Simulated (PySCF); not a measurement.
Molecule (SMILES): O=BF.
Geometry (B3LYP-D3(BJ)/def2-TZVP, fixed):
```xyz
3

F      0.0000     0.0000    -1.1989
B      0.0000     0.0000     0.0871
O      0.0000     0.0000     1.2943
```
Charge 0, spin multiplicity 1.

How fast the isotropic shielding of F1 converges with the basis for several methods (PySCF): deviation from each method's own reference, in ppm. References: HF 404.39 ppm, the value in pcseg-3; PBE 379.22 ppm, the value in pcseg-3; PBE0 386.30 ppm, the value in pcseg-3. All functions are spherical. No added dispersion term, no relativity. GIAO; atoms are numbered in the order shown.

| basis | functions | HF | PBE | PBE0 |
|---|---|---|---|---|
| STO-3G | 15 | 57.94 | 23.67 | 32.36 |
| 6-31G | 27 | -8.57 | -11.16 | -10.23 |
| pcseg-1 | 42 | 1.30 | 1.09 | 1.31 |
| 6-31+G* | 54 | 4.47 | 5.19 | 4.99 |
| aug-pcseg-1 | 69 | 5.78 | 5.86 | 5.99 |
| 6-311++G(2d,2p) | 81 | 2.44 | 2.85 | 2.76 |
| cc-pVTZ | 90 | -1.15 | -1.07 | -0.92 |
| def2-TZVPP | 93 | -1.18 | -0.61 | -0.71 |
| aug-cc-pVTZ | 138 | 3.79 | 4.29 | 4.20 |
| cc-pVQZ | 165 | 0.20 | 0.09 | 0.21 |
| def2-QZVPP | 171 | 0.60 | 1.19 | 1.04 |
| def2-QZVPPD | 195 | 0.43 | 0.84 | 0.73 |

Mean absolute deviation over 6-311++G(2d,2p), cc-pVTZ, def2-TZVPP, aug-cc-pVTZ: HF 2.14, PBE0 2.15, PBE 2.20 ppm.
